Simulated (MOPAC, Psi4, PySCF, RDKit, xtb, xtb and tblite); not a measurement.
Two geometries of SMILES CC(C[SiH2]N)C (C4H13NSi), relaxed at GFN2-xTB with one dihedral held; other torsions can differ between them too.

Structure A

```
19

C     -1.5257    -1.0917     0.7431
C     -0.9768     0.0095    -0.1578
C     -1.9995     1.1403    -0.2763
C      0.3519     0.5500     0.3680
Si     1.7807    -0.7005     0.3928
N      3.1278     0.1740     1.0223
H     -0.8558    -1.9467     0.7597
H     -1.6395    -0.7239     1.7610
H     -2.4992    -1.4251     0.3884
H     -0.8134    -0.4107    -1.1573
H     -1.6364     1.9216    -0.9411
H     -2.9430     0.7681    -0.6710
H     -2.1875     1.5823     0.7006
H      0.1954     0.9428     1.3747
H      0.6428     1.4037    -0.2495
H      1.6077    -1.8018     1.3424
H      1.9512    -1.2551    -0.9640
H      3.3285     1.0921     0.6595
H      3.9897    -0.3224     1.1765
```

Structure B

```
19

C      2.8992     1.4183    -2.1153
C      3.8199     0.3965    -1.4553
C      5.2704     0.8729    -1.5384
C      3.4193     0.1648     0.0030
Si     1.7706    -0.7424     0.3145
N      1.0286    -1.1373    -1.1933
H      1.8656     1.0900    -2.0597
H      2.9841     2.3785    -1.6099
H      3.1675     1.5579    -3.1610
H      3.7441    -0.5509    -2.0014
H      5.9467     0.1327    -1.1148
H      5.5590     1.0465    -2.5735
H      5.3941     1.8036    -0.9877
H      3.3973     1.1313     0.5093
H      4.2151    -0.4055     0.4880
H      2.0465    -1.9067     1.1784
H      0.7866     0.1214     0.9734
H      0.1236    -1.5786    -1.1679
H      1.5874    -1.5622    -1.9162
```

Task: Which is lower in energy at the level B3LYP-D3(BJ)/def2-SVP // GFN2-xTB (Psi4 1.11), and by how much?

Result: A is lower, by 2.76 kJ/mol (dihedral C2–C4–Si5–N6: 180° in A, 0° in B).

E(B) − E(A) in kJ/mol at the other levels, on the same two geometries: GFN2-xTB (xtb and tblite) 5.21; MMFF94 // GFN2-xTB (RDKit) 8.92; B3LYP/def2-SVP // GFN2-xTB (Psi4) 4.90; PBE/def2-SVP // GFN2-xTB (Psi4) 4.11; PBE-D3(BJ)/def2-SVP // GFN2-xTB (Psi4) 2.73; UFF // GFN2-xTB (RDKit) 7.47; PM7, restricted, heats of formation // GFN2-xTB (MOPAC) 3.55; PM6, restricted, heats of formation // GFN2-xTB (MOPAC) 2.88; GFN1-xTB // GFN2-xTB (xtb) 5.42; restricted B3LYP/6-31G*, spherical d, density fitting // GFN2-xTB (PySCF) 6.32; restricted B3LYP/3-21G // GFN2-xTB (PySCF) 2.71; restricted B3LYP/6-311+G**, spherical d, density fitting // GFN2-xTB (PySCF) 7.40; restricted BP86/6-31G*, spherical d, density fitting // GFN2-xTB (PySCF) 6.11.
